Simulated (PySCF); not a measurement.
C₉H₁₈.
Numbering: `[CH3:1][CH:2]([CH3:3])[CH:4]1[CH2:5][CH2:6][CH2:7][CH2:8][CH2:9]1` (hydrogens: H10, H11, H12 on C1; H13 on C2; H14, H15, H16 on C3; H17 on C4; H18, H19 on C5; H20, H21 on C6; H22, H23 on C7; H24, H25 on C8; H26, H27 on C9)

The calculation used PBE0-D3(BJ)/def2-SVP geometry optimisation, gas phase (PySCF 2.14.0).

Problem. List the bond lengths, angles and torsions at this level.

Solution. 
```tsv
bond	length (Å)	order
C1–C2, C2–C3	1.526	single
C2–C4	1.541	single
C4–C5, C4–C9	1.531	single
C5–C6, C8–C9	1.525	single
C6–C7, C7–C8	1.525	single
C1–H10 and 5 like bonds	1.101	single
C2–H13	1.106	single
C4–H17	1.108	single
C5–H18, C9–H27	1.105	single
C5–H19, C9–H26	1.102	single
C6–H20, C8–H24	1.102	single
C6–H21, C8–H25	1.105	single
C7–H22	1.105	single
C7–H23	1.102	single
```

Bonds in one row agree within 0.01 Å and their mean is given. Orders are formal, as drawn. A selection of angles:
```tsv
angle	degrees
C1–C2–C3	110.6
C1–C2–C4	113.8
C3–C2–C4	112.0
C2–C4–C5	114.4
C5–C4–C9	109.8
C4–C5–C6	111.7
C5–C6–C7	111.5
C6–C7–C8	111.2
```

Dihedral angles: C1–C2–C4–C5 -58° (synclinal); C2–C4–C5–C6 -176° (antiperiplanar); C4–C5–C6–C7 -56° (synclinal); C5–C6–C7–C8 55° (synclinal); C6–C7–C8–C9 -54° (synclinal); C7–C8–C9–C4 56° (synclinal); C2–C4–C9–C8 176° (antiperiplanar). The mirror-image conformer, all signs reversed, is as good.

Of the pairs four or more bonds apart, H11···H27 is among the closest relative to their van der Waals radii: 2.22 Å, 92 % of the sum of Bondi's values. The 6-membered ring C4–C5–C6–C7–C8–C9 has internal angles of 109.8° to 112.0° (sum 668°, against 720° for a flat polygon); it is puckered, 0.23 Å rms from its mean plane, widest ring torsion 56°.

Point group: C1 (no symmetry element, even within 0.4 Å). Stationary, but not proved a minimum. The numbers are those of one conformer.
